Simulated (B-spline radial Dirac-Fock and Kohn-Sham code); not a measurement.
# Ta²⁺: scattering cross sections and density moments

System: tantalum as Ta²⁺ in the configuration [Xe] 4f14 5d3.

Input of the calculation (task.json; shells as n, l, electrons):

```json
{"items": [{
  "Z": 73,
  "q": 2,
  "cfg": [[1, 0, 2], [2, 0, 2], [2, 1, 6], [3, 0, 2], [3, 1, 6], [3, 2, 10], [4, 0, 2], [4, 1, 6], [4, 2, 10], [4, 3, 14], [5, 0, 2], [5, 1, 6], [5, 2, 3]],
  "A": 181,
  "rrms": 5.3507,
  "do": ["scatter"],
  "s": [0.0, 0.05, 0.1, 0.15, 0.2, 0.25, 0.3, 0.35, 0.4, 0.45, 0.5, 0.6, 0.7, 0.8, 0.9, 1.0, 1.1, 1.2, 1.4, 1.6, 1.8, 2.0, 2.5, 3.0, 3.5, 4.0, 5.0, 6.0],
  "pz": [0, 0.1, 0.2, 0.3, 0.4, 0.5, 0.6, 0.8, 1.0, 1.2, 1.4, 1.6, 1.8, 2.0, 2.5, 3.0, 4.0, 5.0, 7.0, 10.0, 15.0, 20.0, 30.0, 40.0, 60.0, 100.0],
  "hv_scatter": [1000, 5000, 8047.8, 30000, 50000, 100000, 500000, 1000000]
}]}
```

Command: `python xray_run.py task.json out`

Level of theory: Dirac-Fock densities; a radial atomic solver.

* Sum of ⟨r⟩: 37.93 bohr
* Sum of ⟨r²⟩: 41.10 bohr²
* Sum of ⟨1/r⟩: 533.05 per bohr
* Langevin diamagnetic susceptibility: -32.6 × 10⁻⁶ cm³/mol
* Lamb shielding (α²/3)Σ⟨1/r⟩: 9462 ppm

Coherent scattering is the Thomson cross section weighted by f₀², without anomalous dispersion; incoherent scattering is Klein-Nishina weighted by S. The Lamb formula is the non-relativistic shielding expression. Electron correlation is left out.

```tsv
hν (keV)	coherent (b)	incoherent (b)	incoherent per electron (b)
1	3265	0.6854	0.00965
5	2212	7.101	0.100
8.0478	1593	11.21	0.158
30	355.0	25.10	0.354
50	165.2	28.80	0.406
100	53.36	29.91	0.421
500	2.797	20.08	0.283
1000	0.7261	14.86	0.209
```

Incoherent scattering overtakes coherent scattering between 100 and 500 keV.
